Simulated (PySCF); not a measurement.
PySCF job for B(H)(NHMe)2 (C2H9BN2), SMILES CNBNC, B3LYP/pcSseg-1. Geometry optimised at PBE0-D3(BJ)/def2-SVP. This is a generated structure with no PubChem entry under its InChIKey; it may be hypothetical. The values are those of a single conformer.

```python
import numpy as np
from pyscf import gto, scf, dft
from pyscf.prop.nmr import rks as nmr

mol = gto.M(
    atom='''
    B    -0.55298827    0.11006524    0.55318574
    H    -1.19211552    0.02229266    1.58086249
    N     0.64422362   -0.62924751    0.43416510
    C     1.17390598   -1.53987749    1.41102092
    H     1.21021182   -0.54063628   -0.40114420
    H     2.18013956   -1.24722752    1.76282962
    H     1.24677864   -2.57654961    1.03358195
    H     0.51232975   -1.55780103    2.28848260
    N    -1.04890232    0.94680652   -0.47506877
    C    -0.44772268    1.18911533   -1.75703792
    H    -1.87317600    1.49619994   -0.27849573
    H     0.28979955    2.01544197   -1.75424671
    H    -1.20727348    1.43231139   -2.51700733
    H     0.07389795    0.28730219   -2.11836355
    ''',
    basis='pcSseg-1',
    charge=0,
    spin=0,
    max_memory=1600,
    verbose=3,
)
mf = dft.RKS(mol, xc='b3lyp')
mf.grids.level = 3
mf.conv_tol = 1e-10
mf.max_cycle = 100
mf.kernel()
n = nmr.NMR(mf)
n.verbose = 2
n.max_cycle_cphf = 60
sigma = n.kernel()
print('atom   isotropic/ppm   span/ppm')
for i, s in enumerate(sigma):
    w = np.linalg.eigvalsh((s + s.T) / 2)
    print(f'{mol.atom_symbol(i):2s}{i + 1:3d} {w.mean():14.3f} {w[2] - w[0]:11.3f}')
```

It prints:

```
converged SCF energy = -216.040484612762
atom   isotropic/ppm   span/ppm
B   1         72.519      58.920
H   2         27.453       3.343
N   3        183.188     102.203
C   4        143.800      59.012
H   5         29.516      13.746
H   6         28.527      11.428
H   7         28.546      11.573
H   8         28.513       7.764
N   9        189.742      94.550
C  10        150.299      55.366
H  11         29.429      15.609
H  12         28.771      11.313
H  13         28.901      10.600
H  14         28.895       8.253
```

The calculation finished and met its thresholds.

Cost: about 27 core-seconds (a rough figure).
